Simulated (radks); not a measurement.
The numbers below are computed, except where a source is named.
Problem. F2+, configuration [He] 2s2 2p3. Level of theory: Dirac Kohn-Sham, PBE, spin-unpolarised, spherical densities, finite nucleus; open shells are shared between the two j in proportion to 2j + 1; Fermi nuclear charge, rms radius 2.8976 fm (a radial shooting solver on a logarithmic mesh with Libxc functionals). Some entries of the table are withheld. Estimate them.

| orbital | occ. | eigenvalue (eV) | r(max) (bohr) |
|---|---|---|---|
| 1s1/2 | 2 | -710.2334 | 0.1143 |
| 2s1/2 | 2 | -67.9900 | (1) |
| 2p1/2 | 1 | (2) | 0.6521 |
| 2p3/2 | 2 | (3) | 0.6532 |

Solution. 
(1) 2s1/2 r(max) (bohr): 0.7355
(2) 2p1/2 eigenvalue (eV): -49.0591
(3) 2p3/2 eigenvalue (eV): -48.9721
